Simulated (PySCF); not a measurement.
Mg(Cl)(SeH) (ClHMgSe), SMILES [Cl][Mg][SeH].

Coordinates come from a ωB97X-D3(BJ)/def2-TZVP optimisation. One conformer was computed; it need not be the lowest.

All values below come from TDA-ωB97X/def2-SVPD in PySCF 2.14.0.

Vertical excitations. Gas-phase values at a fixed geometry. State labels are in the subgroup Cs.

Computed excitation energies, oscillator strengths and character:
| state | symmetry | energy (eV) | λ (nm) | f | main pairs |
|---|---|---|---|---|---|
| S1 | A" | 4.67 | 266 | 0.058 | HOMO→LUMO 95 % |
| S2 | A" | 5.44 | 228 | 0.000 | HOMO→LUMO+1 62 %, HOMO→LUMO+4 20 %, HOMO→LUMO+3 12 % |
| S3 | A' | 5.98 | 207 | 0.071 | HOMO−1→LUMO 58 %, HOMO→LUMO+2 32 % |
| S4 | A" | 6.07 | 204 | 0.001 | HOMO→LUMO+6 35 %, HOMO→LUMO+3 28 %, HOMO→LUMO+1 23 % |
| S5 | A' | 6.52 | 190 | 0.168 | HOMO→LUMO+2 22 %, HOMO−2→LUMO 20 %, HOMO−1→LUMO+1 17 %, HOMO−1→LUMO 14 % |
| S6 | A" | 6.57 | 189 | 0.054 | HOMO−3→LUMO 90 % |
| S7 | A' | 6.57 | 189 | 0.110 | HOMO−2→LUMO 69 % |
| S8 | A' | 7.01 | 177 | 0.270 | HOMO−1→LUMO+1 59 %, HOMO→LUMO+2 14 %, HOMO−1→LUMO 10 % |
| S9 | A" | 7.28 | 170 | 0.006 | HOMO−1→LUMO+2 67 %, HOMO−1→LUMO+5 12 % |
| S10 | A' | 7.55 | 164 | 0.167 | HOMO−1→LUMO+3 23 %, HOMO−1→LUMO+6 21 %, HOMO−2→LUMO+1 12 %, HOMO−4→LUMO 10 % |
| T1 | A" | 4.47 | 278 | 0 | HOMO→LUMO 90 % |
| T2 | A" | 5.19 | 239 | 0 | HOMO→LUMO+1 35 %, HOMO→LUMO+4 26 %, HOMO→LUMO+3 19 %, HOMO→LUMO+6 11 % |
| T3 | A' | 5.51 | 225 | 0 | HOMO−1→LUMO 91 % |
| T4 | A" | 5.91 | 210 | 0 | HOMO→LUMO+1 50 %, HOMO→LUMO+6 26 %, HOMO→LUMO+3 13 % |
Triplets are in the Tamm–Dancoff approximation.
